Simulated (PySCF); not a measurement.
Input for PySCF: R-M06-2X/6-31G* on BCl2HO (SMILES OB(Cl)Cl), a point of a torsion scan.

```python
from pyscf import gto, scf, dft, mp
from pyscf.data.elements import chemcore

mol = gto.M(
    atom='''
    O    -0.88586740   -0.46011806    0.22151834
    B     0.30058418    0.10005246    0.06083246
    Cl    1.54310396   -0.68006652   -0.87845626
    Cl    0.71841739    1.55766176    0.91420668
    H    -1.70787928   -0.43118660   -0.25219657
    ''',
    basis='6-31g*',
    cart=True,
    charge=0, spin=0, verbose=3, max_memory=1800)
mf = dft.RKS(mol, xc='m062x')
mf.conv_tol = 1e-8
mf.max_cycle = 100
mf.kernel()
if not mf.converged:
    mf = mf.newton().run(mf.mo_coeff, mf.mo_occ)
```

### Question
What total energy does the run end on?

### Answer
-1021.0826 hartree.
